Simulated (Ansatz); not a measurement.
Pt₃H₄. The state is a quintet with charge 0. Geometry PBE0-D4/def2-TZVP; atoms count from 1.

```xyz
7

Pt   -0.986    0.466    0.940
Pt    0.182   -1.232   -0.729
Pt    0.834    1.237   -0.679
H     0.039    1.846   -1.839
H    -1.346   -1.064    0.141
H     1.495   -1.856   -0.136
H    -0.217    0.603    2.302
```

In the def2 sets Pt takes a core potential; there is no spin–orbit coupling. At PBE0-D4/def2-TZVP a singlet of charge 0 lies 1.45 eV below the quintet, each at its own geometry. The structure comes from a short search, and lower isomers may exist.

(1) Estimate the Mulliken populations from the PBE0/def2-TZVP orbitals of Ansatz.

(2) Where does the spin sit?

(3) And the Mayer bond orders between heavy atoms (over 0.3)?

Answers

(1) 
```tsv
atom	charge (e)	spin (α − β)	d electrons
Pt1	0.10	1.12	8.70
Pt2	0.10	1.12	8.70
Pt3	0.01	1.02	8.77
H4	0.01	0.08	–
H5	-0.13	0.24	–
H6	-0.05	0.21	–
H7	-0.05	0.21	–
```
Mulliken values depend strongly on the basis.

(2) Summed by element: Pt 3.27, H 0.73, of 4 unpaired in all. Largest on single atoms: Pt2 1.12, Pt1 1.12, Pt3 1.02.

(3) Pt1–Pt2 0.51 (2.65 Å); Pt1–Pt3 0.73 (2.55 Å); Pt2–Pt3 0.73 (2.55 Å).
